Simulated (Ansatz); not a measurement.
Al4H4⁻. The state is a doublet with charge -1. Geometry PBE-D4/def2-SVPD; atoms count from 1.

```xyz
8

Al   -1.3764    0.1984   -0.0849
Al   -0.1988   -2.1481    1.1450
Al    0.2939    1.8617   -0.9881
Al    1.2100   -0.2696    0.1225
H     0.9047    3.1881   -1.7221
H     1.0708   -2.0047   -0.2200
H    -2.9979    0.1187   -0.0111
H     1.0937   -0.9444    1.7587
```

The structure comes from a short search, and lower isomers may exist.

**Question.** Estimate the Mulliken populations from the PBE0/def2-TZVPD orbitals of Ansatz.

**Answer.** 
| atom | charge (e) | spin (α − β) |
| --- | --- | --- |
| Al1 | 0.14 | 0.36 |
| Al2 | -0.58 | -0.04 |
| Al3 | 0.04 | 0.58 |
| Al4 | -0.06 | 0.02 |
| H5 | -0.20 | 0.02 |
| H6 | -0.08 | 0.02 |
| H7 | -0.18 | 0.02 |
| H8 | -0.08 | 0.02 |
Mulliken values depend strongly on the basis. With diffuse functions, as here, like atoms can get unlike values, and bond orders can come out too low or too high.

**Question.** Where does the spin sit?

**Answer.** Summed by element: Al 0.91, H 0.09, of 1 unpaired in all. Largest on single atoms: Al3 0.58, Al1 0.36, Al2 -0.04.

**Question.** And the Mayer bond orders between heavy atoms (over 0.3)?

**Answer.** Al1–Al3 1.23 (2.52 Å); Al1–Al4 0.61 (2.64 Å); Al3–Al4 0.88 (2.57 Å).
